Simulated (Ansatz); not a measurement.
H4GeSi, SMILES `[SiH3][GeH]` (lower singlet) (charge 0, multiplicity 1). This singlet lies 0.65 eV below the relaxed triplet at the level frozen-core CCSD(T)/cc-pVTZ // PBE0-D3(BJ)/def2-TZVP (Ansatz, a program for electronic structure).

The numbers are results of frozen-core CCSD(T)/cc-pVTZ // PBE0-D3(BJ)/def2-TZVP in Ansatz, not measurements.

Ansatz 0.2 input:
```yaml
crystal:
  periodic: [false, false, false]
  atoms:
    - { symbol: Si, position_ang: [-0.600549, -0.080844, -0.11185] }
    - { symbol: Ge, position_ang: [1.689656, -0.935805, -0.307231] }
    - { symbol: H, position_ang: [-0.860268, 0.304799, 1.307161] }
    - { symbol: H, position_ang: [-1.653552, -1.051779, -0.519144] }
    - { symbol: H, position_ang: [-0.755669, 1.141707, -0.954494] }
    - { symbol: H, position_ang: [2.182286, 0.487095, 0.221332] }
basis:
  gaussian: { orbitals: cc-pVTZ }
correlation:
  method: ccsd_t
```

Output:

```
Functional definition: HF
790 factors; integrals over basis functions are off by at most 8.9e-4 eV
mean field evaluation 1: about -64398.2525 eV, gradient 1.2e1 eV
mean field evaluation 2: about -64398.2962 eV, gradient 1.2e1 eV
mean field evaluation 4: about -64399.3100 eV, gradient 1.9e0 eV
mean field evaluation 8: about -64399.3243 eV, gradient 1.2e-1 eV
mean field evaluation 16: about -64399.1404 eV, gradient 4.3e0 eV
mean field -64399.32450885 eV, -2366.6315242703 hartree, gradient 1.2e-6 eV, S^2 0.000000; 0 other end points of the search recorded, 0 dependent functions left out; unrestricted orbitals would lower it
14 core orbitals not correlated
reference -64399.32450885 eV, -2366.6315242703 hartree; 11, 11 occupied and 108, 108 virtual orbitals, 790 factors
second order -8.19861346 eV of doubles, -0.00000000 eV of singles
cycle   1  -8.87730091 eV  change   -6.8e-1 eV  update   8.6e-2
cycle   2  -9.28382574 eV  change   -4.1e-1 eV  update   3.1e-2
cycle   3  -9.32152960 eV  change   -3.8e-2 eV  update   1.3e-2
cycle   4  -9.31996755 eV  change    1.6e-3 eV  update   4.5e-3
cycle   5  -9.31926579 eV  change    7.0e-4 eV  update   1.4e-3
cycle   6  -9.31879430 eV  change    4.7e-4 eV  update   5.3e-4
cycle   7  -9.31897555 eV  change   -1.8e-4 eV  update   2.0e-4
cycle   8  -9.31905892 eV  change   -8.3e-5 eV  update   7.1e-5
cycle   9  -9.31904603 eV  change    1.3e-5 eV  update   2.5e-5
perturbative correction -0.36617432 eV, -0.0134566581 hartree
Total energy: -64409.00972920 eV, -2366.9874495533 hartree
```
